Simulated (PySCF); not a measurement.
Compound: C5H9ClO.
Atom-mapped SMILES: `[CH3:1][CH2:2][CH2:3][CH2:4][C:5](=[O:6])[Cl:7]` (hydrogens: H8, H9, H10 on C1; H11, H12 on C2; H13, H14 on C3; H15, H16 on C4)

Geometry (PBE0-D3(BJ)/def2-SVP, Å), atoms numbered from 1 in this order:
```xyz
16
C5H9ClO angstrom
C     -1.415    0.729    0.645
C     -0.040    1.077    1.192
C      1.086    0.774    0.214
C      2.452    1.141    0.765
C      3.577    0.855   -0.184
O      3.507    0.384   -1.266
Cl     5.168    1.323    0.510
H     -2.209    0.961    1.370
H     -1.488   -0.343    0.403
H     -1.631    1.290   -0.278
H      0.136    0.526    2.133
H     -0.008    2.148    1.464
H      1.077   -0.296   -0.051
H      0.919    1.315   -0.733
H      2.676    0.602    1.702
H      2.517    2.210    1.032
```

Method used: core-valence-separated Tamm–Dancoff BHandHLYP/aug-pcX-1 (pcseg-1 on H, def2-SVPD on Cl) in PySCF, non-relativistic, gas phase, PBE0-D3(BJ)/def2-SVP geometry. No empirical shift is added; at this level the pattern usually sits a few eV under experiment.

The lowest roots of each edge with f over 0.003 (five at most, numbered afresh; weaker and dark ones are left out), with transition dipoles (au) in the frame of the coordinates:

```csv
root,edge,E (eV),μx,μy,μz
1,C,284.56,-0.0107,0.1004,-0.0430
2,C,285.35,-0.0334,-0.0066,-0.0089
3,C,285.61,-0.0055,-0.0186,-0.0445
4,C,285.95,0.0032,0.0194,0.0439
5,C,286.03,0.0040,-0.0458,0.0185
6,O,529.14,0.0061,-0.0569,0.0244
7,O,533.94,0.0282,0.0082,0.0121
```

Q: What are the oscillator strengths?

A: f = (2/3) ΔE |μ|², with ΔE in hartree (27.2114 eV):

```csv
root,ΔE (Eh),|μ|² (au),f,core hole on
1,10.4576,0.012044,0.084,C5
2,10.4865,0.001238,0.009,C1
3,10.4960,0.002356,0.017,C2
4,10.5084,0.002314,0.016,C3
5,10.5115,0.002456,0.017,C2
6,19.4456,0.003870,0.050,O6
7,19.6221,0.001009,0.013,O6
```

Q: Molecules are fixed in this frame and the field points along (1, 1, 0)/√2. What effective strengths 3 f cos²θ do the roots have (θ between field and μ)?

A: root 1 (C5): 0.084, root 2 (C1): 0.017, root 3 (C2): 0.006, root 4 (C3): 0.005, root 5 (C2): 0.018, root 6 (O6): 0.050, root 7 (O6): 0.026. Root 1 is the strongest. Averaged over all orientations cos²θ is 1/3, which gives f back.

One conformer stands for the species.
